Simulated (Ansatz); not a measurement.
`N[SiH](F)/N=C/F` at its PBE0-D4/def2-TZVP geometry, where that method's forces vanish. The species carries charge 0 and has multiplicity 1.

```json
{"atom": "N1", "x (Å)": "-0.304", "y (Å)": "-1.385", "z (Å)": "1.261"}
{"atom": "Si2", "x (Å)": "0.568", "y (Å)": "-0.600", "z (Å)": "0.050"}
{"atom": "F3", "x (Å)": "1.713", "y (Å)": "0.366", "z (Å)": "0.631"}
{"atom": "N4", "x (Å)": "-0.569", "y (Å)": "0.331", "z (Å)": "-0.848"}
{"atom": "C5", "x (Å)": "-0.475", "y (Å)": "1.538", "z (Å)": "-1.093"}
{"atom": "F6", "x (Å)": "-1.404", "y (Å)": "2.172", "z (Å)": "-1.812"}
{"atom": "H7", "x (Å)": "0.100", "y (Å)": "-2.052", "z (Å)": "1.896"}
{"atom": "H8", "x (Å)": "-1.219", "y (Å)": "-1.079", "z (Å)": "1.542"}
{"atom": "H9", "x (Å)": "1.287", "y (Å)": "-1.541", "z (Å)": "-0.827"}
{"atom": "H10", "x (Å)": "0.302", "y (Å)": "2.249", "z (Å)": "-0.799"}
```

(1) For each bond, give half the difference of the two atoms' forces along it (eV/Å; positive pushes the atoms apart) under PBE-D4, r2SCAN-D4, B3LYP-D4, ωB97M-V in def2-TZVPP. (An estimate is asked.)

## Answers

(1) Ansatz gave: 
```csv
bond,length (Å),PBE-D4,r2SCAN-D4,B3LYP-D4,ωB97M-V
N1–Si2,1.686,0.02,0.01,0.06,0.06
N1–H7,1.005,0.17,0.01,-0.02,-0.03
N1–H8,1.005,0.17,0.02,-0.01,-0.02
Si2–F3,1.606,0.46,0.05,0.19,0.14
Si2–N4,1.722,-0.16,-0.10,0.02,0.07
Si2–H9,1.474,-0.02,-0.04,-0.18,-0.23
N4–C5,1.235,0.56,0.20,0.00,-0.04
C5–F6,1.335,0.54,0.33,0.37,0.26
C5–H10,1.094,-0.15,-0.15,-0.16,-0.15
```

B3LYP here is the variant with VWN-RPA as its local correlation; programs differ in this.
